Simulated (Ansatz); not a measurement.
ClFGaH (`[F][GaH][Cl]`), relaxed with RKS PBE-D4/def2-SVP in Ansatz 0.2.0 from a rough embedded geometry. The force threshold is 0.03 eV/Å; the program also tests the step.

Total charge 0; spin multiplicity 1.

Start:

```xyz
4

F    -0.948    1.494   -0.420
Ga    0.235    0.061   -0.144
Cl   -1.001   -1.501   -0.038
H     1.714   -0.054    0.602
```

| step | energy (eV) | largest force (eV/Å) | largest move (Å) |
| --- | --- | --- | --- |
| 1 | -67607.1029 | 3.104 | 0.000 |
| 2 | -67607.7104 | 1.509 | 0.199 |
| 3 | -67607.7924 | 0.470 | 0.077 |
| 4 | -67607.7980 | 0.082 | 0.020 |
| 5 | -67607.7984 | 0.016 | 0.011 |

End:

```xyz
4

F    -0.713    1.534   -0.421
Ga    0.144    0.063    0.034
Cl   -1.068   -1.706   -0.083
H     1.637    0.110    0.470
```

Run time 7 s (2 threads of a server CPU on a shared host); peak host memory 0.15 GiB.
